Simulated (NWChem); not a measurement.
Species: C₂H₄N₂Si; SMILES C1=N[SiH2]N=C1

All runs: NWChem. The geometry was optimised at PBE0/def2-SVP. Level: PBE0/def2-SVP with SMD, gas-phase geometry; reactions with the solvents are ignored. One conformer.

```json
[
 {"SMD term (kcal/mol)": "distortion of the solute's density", "water": "1.14", "toluene": "0.32"},
 {"SMD term (kcal/mol)": "polarisation", "water": "-7.36", "toluene": "-3.72"},
 {"SMD term (kcal/mol)": "cavity, dispersion and structure", "water": "1.82", "toluene": "0.01"}
]
```

Sum the solvation free energies, find the transfer free energy from water to toluene and the partition coefficient at 298.15 K.


1. ΔG(solv, water) = -4.40 kcal/mol and ΔG(solv, toluene) = -3.39 kcal/mol (1 M gas to 1 M solution).
2. Transfer: -3.39 − (-4.40) = 1.01 kcal/mol.
3. log₁₀ K(toluene/water) = −ΔG/(RT ln 10) = -1.01/1.364 = -0.7, so the model puts more of the solute in water.
4. Of the transfer energy, 2.82 kcal/mol is electrostatic and -1.81 comes from the non-electrostatic term. The two phases are taken as the pure solvents.
